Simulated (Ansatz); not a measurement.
Calculated with Ansatz (gas phase, PBE0-D4/def2-TZVP geometries, no zero-point term in ΔE). CBS: MP2 limit from def2 TZ/QZ plus the TZ coupled-cluster correction, frozen cores. This one scheme is used for every species. DFT in def2-TZVPP. B3LYP here is the variant with VWN-RPA as its local correlation; programs differ in this. One conformer a species, not always the lowest.

`CC(C)(C)[O][AlH2]` + `CC(C)(C)O[Si]O` → `CC(C)(C)O[Si]OC(C)(C)C` + `[OH][AlH2]`  (substitution at a C–O bond)

```
             level  ΔE (kJ/mol)  difference from CCSD(T)/CBS
         r2SCAN-D4         -2.3                          0.5
          B3LYP-D4         -5.4                         -2.6
        r2SCANh-D4         -2.0                          0.8
      CAM-B3LYP-D4         -3.7                         -0.9
           ωB97X-V         -2.3                          0.5
               PBE          4.2                          7.0
             BHLYP          4.2                          7.0
         CAM-B3LYP          3.4                          6.2
       HF/def2-SVP          7.0                          9.8
     CCSD/def2-SVP         -0.7                          2.1
  CCSD(T)/def2-SVP         -2.6                          0.2
SCS-MP2/def2-TZVPP         -3.0                         -0.2
   CCSD/def2-TZVPP         -1.4                          1.4
CCSD(T)/def2-TZVPP         -3.5                         -0.7
     HF/def2-QZVPP          7.1                          9.9
    MP2/def2-QZVPP         -4.8                         -2.0
       CCSD(T)/CBS         -2.8                            0
```

Largest T1 diagnostic among the species: 0.013.

In def2-TZVPP, CCSD(T) changes the Hartree–Fock value by −10.2 kJ/mol (the triples alone add −2.1 kJ/mol) and MP2 by −12.0 kJ/mol. The D4 term adds −10.1 kJ/mol with B3LYP and −6.7 kJ/mol with PBE0; it sums over pairs of atoms, weighted by their polarisabilities, and B3LYP, whose exchange is more repulsive, gets the larger term.
